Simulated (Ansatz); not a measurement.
Cost and result for the atomization energy of `N[Si@@H]1[SiH2][C@H]1[SiH3]` (14 atoms, 14 bonds).

```xyz
14

N     1.422    0.254   -2.269
Si    0.174    0.465   -1.123
Si    0.516    1.415    0.874
C     0.154   -0.430    0.550
Si   -1.461   -1.111    1.134
H     1.402   -0.503   -2.932
H     2.359    0.567   -2.082
H    -1.148    0.452   -1.792
H    -0.494    2.173    1.652
H     1.898    1.694    1.340
H     0.991   -1.098    0.763
H    -2.548   -0.150    0.795
H    -1.485   -1.317    2.610
H    -1.781   -2.412    0.479
```

The species carries charge 0 and has multiplicity 1. The structure was optimised at the PBE0-D4/def2-TZVP level. It is one conformer, not always the lowest. Program: Ansatz. All runs use 4 threads of an Arm Neoverse V2 on a shared host. Times are those of one run each, without the atoms' runs, and a repeat can differ threefold. Electronic energies, without spin–orbit coupling; frozen cores. CCSD(T)/CBS adds CCSD(T) − MP2 in def2-TZVPP to the MP2 limit, and its time is that of the two runs behind it. T1 = 0.012. B3LYP takes the VWN-RPA correlation (the form of Gaussian; ORCA's B3LYP/G).

CCSD(T)/CBS is a level of theory with its own doubt, some kJ/mol a heavy atom from the limit and from the frozen cores, so smaller differences don't rank the functionals.

```json
{"level": "PBE-D4/def2-TZVPP (with forces)", "functions": "314", "wall time": "3.2 s"}
{"level": "PBE0-D4/def2-TZVPP", "functions": "314", "wall time": "4.1 s"}
{"level": "r2SCAN-D4/def2-TZVPP (with forces)", "functions": "314", "wall time": "6.5 s"}
{"level": "B3LYP-D4/def2-TZVPP (with forces)", "functions": "314", "wall time": "7 s"}
{"level": "B2PLYP/def2-TZVPP", "functions": "314", "wall time": "7.5 s"}
{"level": "ωB97X-V/def2-TZVPP", "functions": "314", "wall time": "11 s"}
{"level": "ωB97M-V/def2-TZVPP (with forces)", "functions": "314", "wall time": "15 s"}
{"level": "MP2/def2-QZVPP", "functions": "594", "wall time": "30 s"}
{"level": "CCSD(T)/def2-TZVPP", "functions": "314", "wall time": "12 min"}
{"level": "CCSD(T)/CBS(def2)", "functions": "–", "wall time": "12 min"}
```

Q: What atomization energy does each give, and how far from CCSD(T)/CBS? (Best estimate.)

A: Computed: 
```
                             level  atomization (kcal/mol)  difference from CCSD(T)/CBS  per bond
   PBE-D4/def2-TZVPP (with forces)                  1097.9                          2.3       0.2
                PBE0-D4/def2-TZVPP                  1089.3                         -6.3      -0.5
r2SCAN-D4/def2-TZVPP (with forces)                  1094.6                         -1.0      -0.1
 B3LYP-D4/def2-TZVPP (with forces)                  1094.0                         -1.6      -0.1
                 B2PLYP/def2-TZVPP                  1077.9                        -17.7      -1.3
                ωB97X-V/def2-TZVPP                  1104.2                          8.6       0.6
  ωB97M-V/def2-TZVPP (with forces)                  1098.2                          2.6       0.2
                    MP2/def2-QZVPP                  1085.8                         -9.8      -0.7
                CCSD(T)/def2-TZVPP                  1063.7                        -31.9      -2.3
                 CCSD(T)/CBS(def2)                  1095.6                          0.0       0.0
```

The D4 term adds +14.3 kcal/mol with B3LYP and +7.6 kcal/mol with PBE0; it sums over pairs of atoms, weighted by their polarisabilities, and B3LYP, whose exchange is more repulsive, gets the larger term. In def2-TZVPP, CCSD(T) changes the Hartree–Fock value by +265.4 kcal/mol (the triples alone add +14.0 kcal/mol) and MP2 by +268.4 kcal/mol; breaking electron pairs costs correlation energy, which Hartree–Fock lacks. From PBE to PBE0 (25 % exact exchange), in def2-TZVPP and without D4, the atomization energy moves by −7.3 kcal/mol: exact exchange takes away binding that semilocal exchange gives to molecules.
